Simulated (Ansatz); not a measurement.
The cluster Na2Cl2, relaxed as a singlet with RKS PBE0-D4/def2-TZVP in Ansatz, starting from the GFN2-xTB geometry. Force threshold 0.02 eV/Å.

The structure comes from a short search, and lower isomers may exist.

Start:

```tsv
atom	x (Å)	y (Å)	z (Å)
Na1	1.137	-0.515	-1.135
Na2	-1.135	0.514	1.143
Cl3	1.212	0.912	0.786
Cl4	-1.213	-0.910	-0.793
```

| step | energy (eV) | largest force component (eV/Å) | SCF passes |
| --- | --- | --- | --- |
| 1 | -33870.3246 | 1.279 | 13 |
| 2 | -33870.5718 | 0.371 | 17 |
| 3 | -33870.5846 | 0.111 | 17 |
| 4 | -33870.5948 | 0.010 | 18 |

Force components are those of the run's own axes.

End:

```xyz
4

Na    1.071   -0.487   -1.077
Na   -1.071    0.488    1.077
Cl    1.392    1.048    0.910
Cl   -1.392   -1.048   -0.909
```

By distances, no bond broke or formed. The bond that changes most is Na1–Cl3, from 2.39 to 2.53 Å (atoms count from 1).

No frequencies were taken in this run, so the end may be a saddle point.

It took 6.5 s on 4 threads of Arm Neoverse V1 on a shared host.
